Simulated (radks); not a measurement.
The numbers below are computed, except where a source is named.
Isoelectronic series with 47 electrons, all held in the configuration [Kr] 4d10 5s1, which need not be the ground one along the series. Code: a radial shooting solver on a logarithmic mesh with Libxc functionals. Model: Dirac Kohn-Sham, BLYP, spin-unpolarised, spherical densities, finite nucleus; Fermi nuclear charge, rms radius of each element as measured or else 0.836 A^(1/3) + 0.57 fm. Total energies (hartree) and orbital eigenvalues (hartree):

ion,E (hartree),5s1/2,4d5/2,4d3/2
Ag,-5317.71480,-0.16369,-0.26155,-0.28205
Cd+,-5596.16555,-0.48371,-0.73844,-0.76440
In2+,-5882.77995,-0.87520,-1.32341,-1.35557
Sn3+,-6177.56250,-1.32790,-2.00049,-2.03962
Sb4+,-6480.53742,-1.83666,-2.76124,-2.80818
Te5+,-6791.73181,-2.39840,-3.60054,-3.65616
I6+,-7111.18881,-3.01115,-4.51495,-4.58020
Xe7+,-7438.94224,-3.67354,-5.50208,-5.57796
Cs8+,-7775.0407,-4.38463,-6.56017,-6.64774
Ba9+,-8119.5281,-5.14372,-7.68787,-7.78827
La10+,-8472.4591,-5.95033,-8.88415,-8.99857
Ce11+,-8833.8845,-6.80410,-10.14818,-10.27788
Pr12+,-9203.8622,-7.70479,-11.47929,-11.62561
Nd13+,-9582.4491,-8.65224,-12.87694,-13.04128
Pm14+,-9969.7013,-9.64634,-14.34066,-14.52450
